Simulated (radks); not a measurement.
Values are calculated unless marked as measured or tabulated.
Task: Ionisation of the strontium ion Sr+, [Kr] 5s1, to [Kr] as the strength of local exchange is varied. Code: a radial shooting solver on a logarithmic mesh with Libxc functionals. Model: Dirac Kohn-Sham, Slater X-alpha exchange (alpha = 2/3 is LDA exchange), no correlation, spin-unpolarised, spherical densities, point nucleus.

| alpha | E(Sr+) (hartree) | exchange (hartree) | IE (eV) | -e of the level emptied (eV) | <r> of it (bohr) |
|---|---|---|---|---|---|
| 0.652 | -3170.32991 | -95.50836 | 10.251 | 7.636 (5s1/2) | 3.953 |
| 0.667 | -3172.52790 | -97.76868 | 10.329 | 7.713 (5s1/2) | 3.937 |
| 0.668 | -3172.67448 | -97.91946 | 10.334 | 7.718 (5s1/2) | 3.936 |
| 0.705 | -3178.10248 | -103.50746 | 10.525 | 7.912 (5s1/2) | 3.898 |
| 0.777 | -3188.68978 | -114.43071 | 10.903 | 8.294 (5s1/2) | 3.826 |
| ? | -3215.30077 | -142.02362 | 11.875 | 9.286 (5s1/2) | 3.659 |

Which alpha was used in the last row?

Result: alpha = 0.957. NIST Atomic Spectra Database: 11.030 eV (measured). The Delta-SCF value meets it near alpha = 0.80. Spin polarisation and multiplet splitting are left out, so open shells lie too high by an amount that depends on their filling.

Beside tabulated values, note that spin-unpolarised runs miss the spin-polarisation part of the exchange energy of open shells.
